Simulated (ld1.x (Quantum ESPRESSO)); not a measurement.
# An all-electron radial function and its pseudo partner (oxygen (O))

Columns: radius, all-electron u(r) and pseudo u(r) of the 2p shell (level -9.20 eV) of oxygen in the configuration [He] 2s2 2p4; LDA (PZ), scalar-relativistic, TM semilocal scheme, ld1.x (Quantum ESPRESSO) 7.5.

```tsv
r (bohr)	all-electron	pseudo
0.075	0.0641	0.0243
0.150	0.1952	0.0942
0.225	0.3401	0.2015
0.300	0.4746	0.3334
0.375	0.5887	0.4746
0.450	0.6794	0.6095
0.525	0.7475	0.7250
0.600	0.7951	0.8123
0.675	0.8252	0.8683
0.750	0.8405	0.8947
0.825	0.8441	0.8968
0.900	0.8382	0.8816
0.975	0.8252	0.8560
1.050	0.8067	0.8255
1.125	0.7842	0.7938
1.200	0.7589	0.7628
1.275	0.7317	0.7327
1.350	0.7033	0.7034
1.425	0.6742	0.6742
1.500	0.6449	0.6449
1.575	0.6158	0.6158
1.650	0.5870	0.5870
1.725	0.5589	0.5589
1.800	0.5315	0.5315
1.875	0.5049	0.5049
1.950	0.4792	0.4792
```

(1) How many radial nodes do the two functions have?

(2) At about which radius was the pseudo-wave matched?

(3) Is the pseudo-wave norm-conserving?

## Answers

(1) The all-electron 2p function has n − l − 1 = 0; the pseudo-wave has 0.

(2) 1.50 bohr. The columns agree to 0.0005 from 1.35 bohr on; several derivatives are matched, so the curves merge somewhat inside the radius.

(3) Yes: the TM semilocal scheme keeps the norm inside the radius equal to the all-electron one, which fixes the energy derivative of the logarithmic derivative at the level.
